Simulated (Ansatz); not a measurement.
Basis sets compared for Ge8Ir⁻. The state is a singlet with charge -1. Geometry PBE-D4/def2-SVP. Ansatz on 6 threads of Intel Xeon on a shared host; times are rough, and most runs start from earlier orbitals.

Cartesian coordinates in Å:
```
Ir 1.027 0.440 0.234
Ge -0.756 0.296 2.226
Ge 0.431 -1.892 0.629
Ge 0.155 1.610 -2.042
Ge -2.133 -1.463 0.853
Ge -0.610 -1.208 -1.845
Ge 1.867 -0.308 -1.956
Ge 1.480 1.695 2.165
Ge -1.462 0.830 -0.263
```

In the def2 sets Ir takes a core potential; there is no spin–orbit coupling. The structure comes from a short search, and lower isomers may exist.

| level | functions | energy (Eh) | HOMO (eV) | LUMO (eV) | wall time |
| --- | --- | --- | --- | --- | --- |
| PBE-D4/def2-SVP | 288 | -16716.2926 | -1.15 | -0.03 | 12 s |
| PBE0-D4/def2-SVP (with forces) | 288 | -16716.5987 | -1.90 | 0.39 | 47 s |

Estimate the rows for PBE-D4/def2-SVPD, PBE0-D4/def2-SVPD.


| level | functions | energy (Eh) | HOMO (eV) | LUMO (eV) | wall time |
| --- | --- | --- | --- | --- | --- |
| PBE-D4/def2-SVPD | 339 | -16716.3068 | -1.23 | -0.12 | 17 s |
| PBE0-D4/def2-SVPD | 339 | -16716.6123 | -1.93 | 0.35 | 58 s |
